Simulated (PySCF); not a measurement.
C5H13NO2Si2.
Atom-mapped SMILES: `[CH3:1][N:2]([CH3:3])[C:4](=[O:5])[Si@H:6]1[CH2:7][CH2:8][SiH2:9][O:10]1`

NICS = −σ at a ghost point: NICS(0) at the centroid of the ring atoms, NICS(1) 1 Å to either side along the normal of their mean plane, zz for the tensor component along that normal. Level: GIAO PBE0/pcSseg-1 (PySCF, non-relativistic, gas phase) on the GFN2-xTB geometry, one conformer.

Ring bond lengths (Å), with Mayer bond orders in brackets: Si6–C7 1.899 (0.93), C7–C8 1.537 (1.01), C8–Si9 1.906 (0.92), Si9–O10 1.643 (0.91), O10–Si6 1.648 (0.88).

Problem. Give the NICS values of each ring in ppm.

Solution. 
| ring | type | NICS(0) | NICS(1), two faces | NICS(1)zz, two faces | rms pucker (Å) | centre to ring atoms, mean (Å) |
| --- | --- | --- | --- | --- | --- | --- |
| Si6–C7–C8–Si9–O10 | 5-membered ring with O and 2 Si; formal bonds all single | -4.9 | -2.8 / -2.8 | -1.5 / -2.4 | 0.15 | 1.46 |

Problem. What do they say, and how far can they be read as aromaticity?

Solution. 
- Si6–C7–C8–Si9–O10: mean NICS(1)zz -1.9 ppm, near zero. Si6, C7, C8, Si9 have four or more neighbours, so the value isn't read as a sign of a π ring current.

Problem. At the second NICS(1) probe listed for ring Si6–C7–C8–Si9–O10, 1 Å off the ring, what do the in-plane components average?

Solution. The isotropic value is a third of the trace: (3 × -2.8 − (-2.4))/2 = -3.0 ppm.

Problem. List the ring angles and the Hirshfeld charges of the ring atoms.

Solution. 
- Si6–C7–C8–Si9–O10: Si6 98.8° (+0.412 e), C7 106.9° (-0.158 e), C8 107.6° (-0.161 e), Si9 99.0° (+0.409 e), O10 118.7° (-0.309 e); sum 531.0° against 540° for a flat convex ring.

Problem. What are the shieldings of the ring atoms and their hydrogens in the same run (means over atoms taken as equivalent)?

Solution. 
| atoms | environment | σ isotropic (ppm) | principal values of the symmetric part, first atom (ppm) |
| --- | --- | --- | --- |
| Si6 | oxygen-bound silicon | 359.5 | 288.0, 363.1, 427.3 |
| C7 | sp3 carbon bound to silicon | 177.8 | 165.4, 177.6, 190.3 |
| C8 | sp3 carbon bound to silicon | 178.2 | 161.8, 178.7, 193.9 |
| Si9 | oxygen-bound silicon | 352.6 | 296.2, 350.0, 411.4 |
| O10 | siloxane oxygen | 283.8 | 206.7, 300.3, 344.5 |
| H on Si6 | Si–H hydrogen | 26.54 | 23.7, 24.3, 31.6 |
| H on C7 | methylene hydrogen | 30.32 | 24.6, 28.4, 37.9 |
| H on C7 | methylene hydrogen | 30.40 | 25.0, 28.8, 37.4 |
| H on C8 | methylene hydrogen | 30.58 | 25.6, 27.9, 38.3 |
| H on C8 | methylene hydrogen | 30.49 | 25.2, 27.8, 38.5 |
| H on Si9 | Si–H hydrogen | 26.65 | 22.6, 24.7, 32.7 |
| H on Si9 | Si–H hydrogen | 26.54 | 22.8, 24.4, 32.4 |
